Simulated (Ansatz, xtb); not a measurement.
## Redistribution: C2H5I + CH3FO → C2H6O + CH2FI

Species: C2H5I (iodoethane) `CCI`, singlet; CH3FO `OCF`, singlet; C2H6O (ethanol) `CCO`, singlet; CH2FI (fluoroiodomethane) `FCI`, singlet. The partners trade I for OH; both sit on C, so the bond types are kept.

Shapes, held fixed at every level: PBE0-D4/def2-TZVP. Flexible molecules stand in one conformer, not always the lowest. Programs: Ansatz 0.2.0, xtb 6.7.1. The zero-point and thermal change to 298 K, harmonic and unscaled (PBE0-D4/def2-TZVP), is -1.5 kJ/mol.

```tsv
level	kind	ΔH(298 K) (kJ/mol)	less CCSD(T)/def2-TZVPP	CPU time (sum over the molecules)
GFN2-xTB	semi-empirical	+37.1	-13.5	0.23 s
SPW92/def2-TZVPP	LDA	+45.4	-5.2	6.4 s
r2SCAN-D4/def2-TZVPP	meta-GGA	+46.1	-4.5	22 s
B3LYP-D4/def2-TZVPP	global hybrid	+45.2	-5.4	4.9 min
r2SCAN0-D4/def2-TZVPP	global hybrid	+49.1	-1.5	23 s
MP2/def2-SVP	perturbation theory	+59.5	+8.9	–
CCSD/def2-TZVPP	coupled cluster or CI	+50.6	0.0	–
CCSD(T)/def2-TZVPP	coupled cluster or CI	+50.6	0.0	4.2 min
```

The highest level, CCSD(T)/def2-TZVPP, gives ΔH(298 K) = +50.6 kJ/mol; the levels span +37.1 to +59.5. The column of differences is taken from that level and isn't an error. No measured value is set beside it here. For atoms past krypton def2 sets carry core potentials with scalar relativity. Correlated rows may include outer-core shells of I, which these sets cover unevenly. Times are processor times on shared x86 and Arm servers, and rough.
